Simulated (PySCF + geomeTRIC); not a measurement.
Species: [Zr(F)4] (charge 0, multiplicity 1).

Give a relaxed geometry from BP86-D3(BJ)/def2-SVP run with PySCF + geomeTRIC.

the end point of this relaxation.
Z-matrix (Å, degrees):
```
Zr
F 1 1.9081
F 1 1.9090 2 109.21
F 1 1.9092 2 109.59 3 119.89
F 1 1.9092 2 109.24 3 -120.05
```
